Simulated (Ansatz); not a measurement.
Nudged elastic band run: C₂H₆SeTe

Input file:

```yaml
crystal:
  periodic: [false, false, false]
  atoms:
    - { symbol: C, position_ang: [-0.163243, 1.03319, 0.179956] }
    - { symbol: C, position_ang: [-0.409445, -0.453822, -0.016254] }
    - { symbol: Se, position_ang: [0.843481, -1.621273, 0.978532] }
    - { symbol: Te, position_ang: [-0.316482, -1.091359, -2.125761] }
    - { symbol: H, position_ang: [0.863498, 1.318793, -0.123612] }
    - { symbol: H, position_ang: [-0.884897, 1.635019, -0.410463] }
    - { symbol: H, position_ang: [-0.285081, 1.305175, 1.251083] }
    - { symbol: H, position_ang: [-1.442297, -0.739359, 0.267455] }
    - { symbol: H, position_ang: [0.632436, -0.95036, 2.299044] }
    - { symbol: H, position_ang: [1.245029, -0.487104, -2.29698] }
basis:
  gaussian: { orbitals: def2-SVP }
hamiltonian:
  xc: pbe
neb:
  order_check: false
  images: 7
  f_tol: 0.5
  max_iterations: 60
  initial_path: idpp
  final_atoms:
    - { symbol: C, position_ang: [-0.24168587, 1.24481358, 0.11530255] }
    - { symbol: C, position_ang: [-0.35877107, -0.27456567, 0.1690707] }
    - { symbol: Se, position_ang: [0.97213129, -0.96134206, 1.46485059] }
    - { symbol: Te, position_ang: [-0.25867739, -1.21630791, -1.83276317] }
    - { symbol: H, position_ang: [0.75522, 1.56474355, -0.25060891] }
    - { symbol: H, position_ang: [-1.004754, 1.67078907, -0.56564762] }
    - { symbol: H, position_ang: [-0.39320509, 1.68474797, 1.12527272] }
    - { symbol: H, position_ang: [-1.36278694, -0.58205416, 0.52176906] }
    - { symbol: H, position_ang: [0.61805101, -2.39103153, 1.27783975] }
    - { symbol: H, position_ang: [1.35747705, -0.79089284, -2.02208565] }
```

Launched with:

```bash
$ ansatz run input.yaml --threads 2 --pin off --max-ram 3072MiB --backend cpu --events-out ev --progress --plain --runs-dir out
```

Output, in part (warnings, iteration lines, the closing report on the highest movable image, with atoms numbered from 0):

```
NEB end point (image 0): max|allowed force component| = 5.026e-3 eV/Å (the criterion of neb.relax_end_points is 1.000e-1)
NEB end point (image 8): max|allowed force component| = 4.713e-3 eV/Å (the criterion of neb.relax_end_points is 1.000e-1)
NEB iter   1: max|band force component| = 5.018e-1 eV/Å  barrier→ = 0.2049 eV  barrier← = 0.1782 eV  Δτ_max = 0.1750 Å  (262 SCF iters)
NEB iter   2: max|band force component| = 3.709e-1 eV/Å  barrier→ = 0.1307 eV  barrier← = 0.1041 eV  CI = image 4  Δτ_max = 0.0000 Å  (417 SCF iters)
Total energy: -74791.40919246 eV, -2748.5335923848 hartree
Atom 0 at    -0.090397     1.177124    -0.013047 Å, force    -0.024217    -0.146172     0.114700 eV/Å
Atom 1 at    -0.300007    -0.337331     0.099591 Å, force    -0.268267     0.247124     0.032125 eV/Å
Atom 2 at     1.078431    -1.164488     1.254946 Å, force     0.291993    -0.079674    -0.115252 eV/Å
Atom 3 at    -0.521953    -1.264388    -1.934713 Å, force     0.070642     0.042034     0.372666 eV/Å
Atom 4 at     0.898902     1.414381    -0.449371 Å, force     0.036827     0.038622    -0.059799 eV/Å
Atom 5 at    -0.869629     1.645213    -0.648805 Å, force     0.015894    -0.038809    -0.018895 eV/Å
Atom 6 at    -0.127467     1.644610     0.995408 Å, force     0.007929    -0.034303    -0.033847 eV/Å
Atom 7 at    -1.265329    -0.559565     0.595592 Å, force    -0.033087    -0.037648    -0.137820 eV/Å
Atom 8 at     0.177746    -1.643552     2.332533 Å, force    -0.152133     0.023089    -0.060152 eV/Å
Atom 9 at     1.102700    -0.963104    -2.229134 Å, force     0.054419    -0.014263    -0.093726 eV/Å
Dipole moment:    -0.181188     0.152025     0.148285 e Å
```

The run converged. The threshold of 0.5 eV/Å is loose, so the images may lie well off the minimum-energy path. The order of the stationary point at the top wasn't checked.

Final band (atoms are numbered from 1 in the order of the input):

| image | path coordinate (Å) | energy (eV) | dihedral H8–C2–Se3–H9 (°) |
| --- | --- | --- | --- |
| 0 | 0.00 | 0.000 | -73 |
| 1 | 0.33 | 0.020 | -58 |
| 2 | 0.67 | 0.067 | -41 |
| 3 | 1.00 | 0.113 | -22 |
| 4 | 1.33 | 0.131 | -4 |
| 5 | 1.67 | 0.113 | 15 |
| 6 | 2.00 | 0.076 | 31 |
| 7 | 2.33 | 0.041 | 46 |
| 8 | 2.66 | 0.027 | 60 |

The run took 55 s on 2 threads of Arm Neoverse V1, on a shared host, peak memory 0.17 GiB.
